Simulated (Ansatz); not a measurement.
Reaction (formal exchange of groups at a C–C bond): `CCOCC#N` + `CO[SiH](N)Cl` → `CO[Si](C)(N)Cl` + `COCC#N`

Program: Ansatz. Geometries: PBE0-D4/def2-TZVP. ΔE: electronic, gas phase. CBS: MP2 limit from def2 TZ/QZ plus the TZ coupled-cluster correction, frozen cores. This one scheme is used for every species. Functionals use def2-TZVPP. B3LYP here is the variant with VWN-RPA as its local correlation; programs differ in this. Each species was taken in one conformer, which may not be the lowest.

(1) Is it downhill or uphill in electronic energy at CCSD(T)/CBS, and by how much? (Best estimate.)

(2) What do these levels give: r2SCAN-D4, PBE0-D4, ωB97M-V, B2PLYP, r2SCAN, PBE0, B3LYP, SCS-MP2/def2-TZVPP, CCSD/def2-TZVPP, HF/def2-QZVPP, MP2/def2-QZVPP, SCS-MP2/def2-QZVPP? (Best estimate.)

Largest T1 diagnostic among the species: 0.012.

Answers

(1) Computed: Downhill: ΔE = -11.2 kcal/mol.

(2) Computed: r2SCAN-D4 -11.9, PBE0-D4 -11.6, ωB97M-V -11.8, B2PLYP -11.0, r2SCAN -11.8, PBE0 -11.1, B3LYP -10.8, SCS-MP2/def2-TZVPP -10.8, CCSD/def2-TZVPP -10.9, HF/def2-QZVPP -10.0, MP2/def2-QZVPP -11.6, SCS-MP2/def2-QZVPP -10.9 kcal/mol.

In def2-TZVPP, CCSD(T) changes the Hartree–Fock value by −0.9 kcal/mol (the triples alone add −0.1 kcal/mol) and MP2 by −1.4 kcal/mol. The D4 term adds −0.9 kcal/mol with B3LYP and −0.5 kcal/mol with PBE0; it sums over pairs of atoms, weighted by their polarisabilities, and B3LYP, whose exchange is more repulsive, gets the larger term.
